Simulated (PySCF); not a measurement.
**Electron correlation in Mn (manganese, neutral)**

Starting occupation: [Ar] 3d5 4s2, 3d3/2 with m_j = -3/2, -1/2, +1/2, +3/2, 3d5/2 with m_j = +5/2. Calculation: PySCF 2.14, in x2c-TZVPall-2c (6s7p4d1f, 54 functions); X2C-1e with screened-nucleus spin-orbit coupling, Gaussian nucleus. Frozen: [Ne]; 15 electrons correlated; the 6 highest virtual spinors left out.

MP2 pair energies summed by pair of shells (mhartree):

```tsv
pair	energy	share (%)
3d-3p	-136.46	36.8
3p-3p	-72.69	19.6
3d-3d	-58.04	15.7
3p-3s	-24.18	6.5
4s-4s	-20.71	5.6
3d-4s	-20.32	5.5
3d-3s	-18.92	5.1
3p-4s	-15.10	4.1
3s-3s	-3.22	0.9
3s-4s	-0.97	0.3
```

Total MP2 correlation energy: -370.61 mhartree.

The GHF reference relaxed away from the jj start to a determinant that is no pure jj level (⟨S²⟩ = 8.77, ⟨J²⟩ = 8.77); the energies belong to that determinant.

This basis was not built for core-valence correlation, so the inner-shell part is incomplete.
